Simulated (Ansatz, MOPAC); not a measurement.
System: BNH3, charge 1, multiplicity 1. SMILES: B=[NH2+]

Atoms: B1, N2, H3, H4, H5. Bonds: B1-N2, B1-H3, N2-H4, N2-H5.

Bond lengths (Å) and angles (degrees) optimised at PM7 with MOPAC; HF/6-31G* with Ansatz (a first-principles code); PBE/6-31G* with Ansatz, each started from the B3LYP-D3(BJ)/def2-TZVP structure (Ansatz) of the last column. A row stands for all coordinates that are equal there. 6-31G* holds six Cartesian d functions. No wavenumbers were computed at PBE/6-31G*, so these may be saddle points.

```tsv
coordinate	PM7	HF/6-31G*	PBE/6-31G*	B3LYP-D3(BJ)/def2-TZVP
B1-N2	1.312	1.313	1.327	1.311
B1-H3	1.156	1.164	1.184	1.168
N2-H4	1.028	1.009	1.032	1.021
N2-B1-H3	180.0	180.0	180.0	180.0
B1-N2-H4	126.1	123.2	123.4	123.5
H4-N2-H5	107.9	113.6	113.3	113.1
```

Mean signed difference of all 4 bond lengths from B3LYP-D3(BJ)/def2-TZVP: PM7 0.000 Å, HF/6-31G* -0.007 Å, PBE/6-31G* 0.013 Å.
